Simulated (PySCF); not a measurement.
This PySCF input asks for the NMR shieldings of SMILES O=C(N)C#C[C@@H]1CC[B@@H-]1[NH3+], C₆H₁₁BN₂O; the geometry comes from GFN2-xTB.

```python
import basis_set_exchange as bse
import numpy as np
from pyscf import gto, dft
from pyscf.prop import nmr

atoms = """
N     3.909279    0.909842   -0.696811
C     2.576598    1.149727   -0.724112
O     2.075818    2.081963   -1.336444
C     1.758182    0.239065    0.014573
C     0.874958   -0.377941    0.571887
C    -0.333458   -0.913483    1.083067
C    -1.072521   -1.860481    0.103751
C    -2.387210   -1.065160    0.147295
B    -1.630568    0.134273    0.949542
N    -1.230477    1.323947   -0.088137
H     4.527463    1.521124   -1.202773
H     4.289352    0.130176   -0.191541
H    -0.190378   -1.368576    2.061653
H    -1.136597   -2.891923    0.450333
H    -0.610745   -1.857422   -0.884724
H    -2.805651   -0.865218   -0.841923
H    -3.151754   -1.593455    0.714361
H    -2.082856    0.613899    1.933002
H    -1.419011    2.242727    0.298040
H    -0.224893    1.251283   -0.292346
H    -1.744451    1.212574   -0.957256
"""
names = dict.fromkeys(["N", "C", "O", "B", "H"], "pcSseg-1")
basis = {el: gto.basis.parse(bse.get_basis(n, elements=[el], fmt="nwchem")) for el, n in names.items()}
mol = gto.M(atom=atoms, basis=basis, charge=0, verbose=0)
mf = dft.RKS(mol, xc="PBE0")
mf.grids.level = 2
mf.grids.alignment = dft.numint.BLKSIZE   # the property module wants whole blocks of grid points
mf.conv_tol = 1e-9
mf.kernel()

calc = nmr.RKS(mf)   # GIAO
C = mf.mo_coeff
Co = C[:, mf.mo_occ > 0]
resp = mf.gen_response(singlet=True, hermi=2)
def vind(x):   # induced exchange potential for any number of trial vectors
    d = np.einsum("pi,xij,qj->xpq", C, 2 * x.reshape(-1, C.shape[1], Co.shape[1]), Co, optimize=True)
    return np.einsum("xpq,pi,qj->xij", resp(d - d.transpose(0, 2, 1)), C, Co, optimize=True).ravel()
mo1, _ = nmr.rhf.solve_mo1(calc, with_cphf=vind)
sigma = calc.kernel(mo1)
for i, s in enumerate(sigma):   # ppm
    w = np.linalg.eigvalsh((s + s.T) / 2)
    print("%2d %-2s iso %8.1f  s11 %8.1f  s22 %8.1f  s33 %8.1f" % (i, mol.atom_pure_symbol(i), w.mean(), *w))
```

**Question.** Give the expected output.

**Answer.** 
```
 0 N  iso    149.0  s11     51.4  s22    150.1  s33    245.5
 1 C  iso     27.6  s11    -62.9  s22     48.3  s33     97.5
 2 O  iso    -97.1  s11   -382.3  s22   -188.6  s33    279.6
 3 C  iso    100.0  s11     14.7  s22     34.1  s33    251.4
 4 C  iso     72.4  s11    -26.2  s22      3.7  s33    239.8
 5 C  iso    174.4  s11    155.7  s22    172.9  s33    194.8
 6 C  iso    157.5  s11    143.6  s22    149.2  s33    179.7
 7 C  iso    173.6  s11    159.4  s22    176.2  s33    185.2
 8 B  iso    117.2  s11    110.6  s22    118.0  s33    123.0
 9 N  iso    218.2  s11    199.4  s22    223.2  s33    231.9
10 H  iso     27.1  s11     22.6  s22     23.2  s33     35.3
11 H  iso     26.6  s11     21.7  s22     25.5  s33     32.6
12 H  iso     29.8  s11     24.5  s22     28.9  s33     36.0
13 H  iso     29.2  s11     24.6  s22     27.3  s33     35.6
14 H  iso     29.8  s11     26.3  s22     29.3  s33     33.8
15 H  iso     31.7  s11     28.1  s22     29.4  s33     37.7
16 H  iso     30.5  s11     26.5  s22     28.5  s33     36.4
17 H  iso     29.0  s11     25.5  s22     29.2  s33     32.3
18 H  iso     28.4  s11     21.6  s22     24.0  s33     39.5
19 H  iso     25.5  s11     17.4  s22     21.2  s33     38.0
20 H  iso     29.2  s11     23.3  s22     26.0  s33     38.3
```

These numbers come from an equivalent density-fitted implementation of the same equations, which agrees with the script to about 0.01 ppm for H and up to a few tenths of a ppm for heavy atoms, so last digits may differ.

Size and cost of the density-fitted run: 225 basis functions, 80 s wall time on 1 thread of an Arm Neoverse N1, shared host; peak memory 0.98 GiB.
